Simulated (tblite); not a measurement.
Give a GFN2-xTB geometry of `O=CC#CC1=CC[SiH2]1`.

```
atom  x, y, z in Å
O1     4.4639   -1.0228    0.1459
C2     3.6478   -0.6775    0.9650
C3     2.2912   -0.3623    0.7130
C4     1.1318   -0.0641    0.5023
C5    -0.2124    0.1639    0.2680
C6    -0.9398    1.2954    0.2512
C7    -2.3462    0.8707   -0.0641
Si8   -1.7123   -0.9486   -0.1549
H9     3.9131   -0.5761    2.0403
H10   -0.6076    2.3097    0.4111
H11   -3.0525    1.1186    0.7283
H12   -2.7290    1.3145   -0.9831
H13   -1.6973   -1.5735   -1.4730
H14   -2.1514   -1.8484    0.9079
```

Orientation and origin are arbitrary. Atoms count from 1 in this order. The 4-membered ring C5–C6–C7–Si8 has internal angles of 72.5° to 105.7° (sum 360°, against 360° for a flat polygon); it is planar, 0.00 Å rms from its mean plane, widest ring torsion 0°. Si8 (SiH2 silicon) has angles from 72.5° to 116.7°. The C–C distances run from 1.216 Å (C3≡C4, drawn triple) to 1.503 Å (C6–C7, drawn single), a spread of 0.287 Å.

Bonds between heavy atoms (Å): O1=C2 1.207, C2–C3 1.415, C3≡C4 1.216, C4–C5 1.383, C5=C6 1.345, C6–C7 1.503, C7–Si8 1.929, C5–Si8 1.915.

The geometry is computed with GFN2-xTB (gas phase).

Point group: C1 (no symmetry element, even within 0.4 Å). Its GFN2-xTB frequencies are all real (lowest 34 cm⁻¹).

On one thread of an Arm Neoverse N1, on a shared host, this took 1.2 s. That covers the optimisation of the geometry.
